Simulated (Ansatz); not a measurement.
C2F4O (trifluoroacetyl fluoride): the energy, rung by rung

C2F4O has 7 atoms, charge 0, and is taken as a singlet. As SMILES, `O=C(F)C(F)(F)F`. The shape was relaxed beforehand at wB97X-V/def2-SVP.

```csv
atom,x (Å),y (Å),z (Å)
O,1.0654,-1.3966,0.7008
C,0.0885,-0.7961,0.4340
F,-1.1394,-1.1976,0.7385
C,0.0179,0.5518,-0.3064
F,-0.7007,0.4153,-1.4196
F,-0.5672,1.4609,0.4719
F,1.2355,0.9623,-0.6192
```

Each level gives the adiabatic electron affinity (to the doublet anion, shapes relaxed at wB97X-V/def2-SVP, no zero-point term) (eV). The values are calculated.

The electron affinity is E(neutral) − E(anion): positive where the electron is bound.

| level | kind | program | value (eV) | less CCSD(T)/def2-SVP |
| --- | --- | --- | --- | --- |
| HF/def2-SVP | Hartree–Fock | Ansatz | -0.46 | +0.06 |
| PBE/def2-SVP | GGA | Ansatz | -0.21 | +0.31 |
| r2SCAN/def2-SVP | meta-GGA | Ansatz | 0.01 | +0.53 |
| PBE0-D4/def2-SVP | global hybrid | Ansatz | -0.07 | +0.45 |
| CAM-B3LYP/def2-SVP | range-separated hybrid | Ansatz | -0.06 | +0.46 |
| wB97M-V/def2-SVP | range-separated hybrid | Ansatz | -0.24 | +0.28 |
| B2PLYP/def2-SVP | double hybrid | Ansatz | -0.28 | +0.24 |
| RPA@PBE/def2-SVP | RPA | Ansatz | -0.30 | +0.22 |
| MP2/def2-SVP | perturbation theory | Ansatz | -0.60 | -0.08 |
| CCSD(T)/def2-SVP | coupled cluster or CI | Ansatz | -0.52 | 0.00 |

Differences are taken from CCSD(T)/def2-SVP for orientation; it has basis-set and higher-order errors of its own. The values span -0.60 to 0.01 eV. Negative values mean that the anion is unbound at that level; they are set by how diffuse the basis is and aren't properties of the molecule.
